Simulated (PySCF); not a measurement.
C3H2O, SMILES C=C=C=O. Geometry: r2SCAN-D4/def2-SVP.

Method: r2SCAN-D4/def2-SVP run with PySCF.

Harmonic wavenumbers (cm⁻¹): 148, 264, 480, 700, 952, 998, 1049, 1454, 1780, 2270, 3072, 3163. Rotational constants (GHz): 175.4, 4.275, 4.173; symmetry number 1.

Question: Work out the zero-point energy and the ideal-gas rigid-rotor harmonic-oscillator thermochemistry at 298.15 K and 1 atm.

Answer: ZPE = ½ Σ hcν = ½ × 16331 cm⁻¹ = 97.68 kJ/mol. H − E(el) = 111.76 kJ/mol. Entropy in J/(mol K): translation 158.51, rotation 92.70, vibration 23.64, total 274.85. G − E(el) = 29.81 kJ/mol. Cp = 62.65 J/(mol K). Modes under 150 cm⁻¹ make the vibrational entropy uncertain.
